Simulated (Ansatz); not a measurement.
Consider the ligand exchange at a Ge–N bond: `[NH2][GeH]` + CH₃SH → `C[S][GeH]` + NH₃.

Gas-phase electronic energies from Ansatz, PBE0-D4/def2-TZVP geometries. CBS: MP2 limit from def2 TZ/QZ plus the TZ coupled-cluster correction, frozen cores. This one scheme is used for every species. Functionals use def2-TZVPP. B3LYP here is the variant with VWN-RPA as its local correlation; programs differ in this. HSE06 is defined as in plane-wave codes. For Ge outer-core shells are correlated without core-valence functions, which leaves a few kJ/mol of doubt a bond. Scalar relativity is left out up to krypton.

`[NH2][GeH]`:

Z-matrix (Å, degrees):
```
N
Ge 1 1.816
H 1 1.008 2 121.9
H 1 1.007 2 125.6 3 180.0
H 2 1.602 1 92.6 3 180.0
```

CH₃SH:

```xyz
6

C    -0.277   -0.173    0.367
S     0.831    1.007   -0.435
H    -1.220   -0.264   -0.169
H    -0.479    0.228    1.360
H     0.192   -1.150    0.477
H     0.954    0.352   -1.600
```

`C[S][GeH]`:

Cartesian coordinates in Å:
```
C 0.770 0.005 -0.824
S -0.116 -0.838 0.513
Ge -1.487 0.693 1.267
H 0.427 1.034 -0.931
H 0.599 -0.533 -1.757
H 1.837 -0.001 -0.602
H -2.029 -0.360 2.334
```

NH₃:

```xyz
4

N    -0.198    0.065   -0.190
H     0.576   -0.436   -0.609
H     0.187    0.892    0.249
H    -0.565   -0.521    0.550
```

```
             level  ΔE (kJ/mol)  difference from CCSD(T)/CBS
       LDA (SPW92)        -48.5                         -3.5
            PBE-D4        -52.6                         -7.6
         revPBE-D4        -52.5                         -7.5
           BLYP-D4        -47.6                         -2.6
         r2SCAN-D4        -48.9                         -3.9
           PBE0-D4        -50.2                         -5.2
          B3LYP-D4        -45.8                         -0.8
        r2SCANh-D4        -48.5                         -3.5
        r2SCAN0-D4        -48.0                         -3.0
          BHLYP-D4        -43.6                          1.4
      CAM-B3LYP-D4        -36.2                          8.8
           ωB97X-V        -36.2                          8.8
           ωB97M-V        -39.8                          5.2
            B2PLYP        -40.9                          4.1
          PBE-QIDH        -45.1                         -0.1
               PBE        -49.7                         -4.7
            revPBE        -49.1                         -4.1
            r2SCAN        -48.2                         -3.2
              PBE0        -47.6                         -2.6
             B3LYP        -40.9                          4.1
           r2SCANh        -47.8                         -2.8
           r2SCAN0        -47.1                         -2.1
             HSE06        -48.1                         -3.1
             BHLYP        -37.9                          7.1
           LC-ωPBE        -33.6                         11.4
RPA@PBE/def2-TZVPP        -35.2                          9.8
       HF/def2-SVP        -27.9                         17.1
      MP2/def2-SVP        -31.8                         13.2
     CCSD/def2-SVP        -28.6                         16.4
  CCSD(T)/def2-SVP        -30.8                         14.2
     HF/def2-TZVPP        -31.1                         13.9
    MP2/def2-TZVPP        -43.1                          1.9
SCS-MP2/def2-TZVPP        -37.1                          7.9
   CCSD/def2-TZVPP        -36.6                          8.4
CCSD(T)/def2-TZVPP        -40.0                          5.0
     HF/def2-QZVPP        -30.4                         14.6
    MP2/def2-QZVPP        -45.7                         -0.7
SCS-MP2/def2-QZVPP        -39.5                          5.5
     MP2/CBS(def2)        -48.0                         -3.0
    CCSD/CBS(def2)        -41.6                          3.4
       CCSD(T)/CBS        -45.0                            0
```

Largest T1 diagnostic among the species: 0.015.

The D4 term adds −4.9 kJ/mol with B3LYP and −2.6 kJ/mol with PBE0; it sums over pairs of atoms, weighted by their polarisabilities, and B3LYP, whose exchange is more repulsive, gets the larger term. Leaving LDA and LC-ωPBE aside and taking each functional with its dispersion term where it has one, the values spread over 16.5 kJ/mol, from PBE-D4 to CAM-B3LYP-D4.
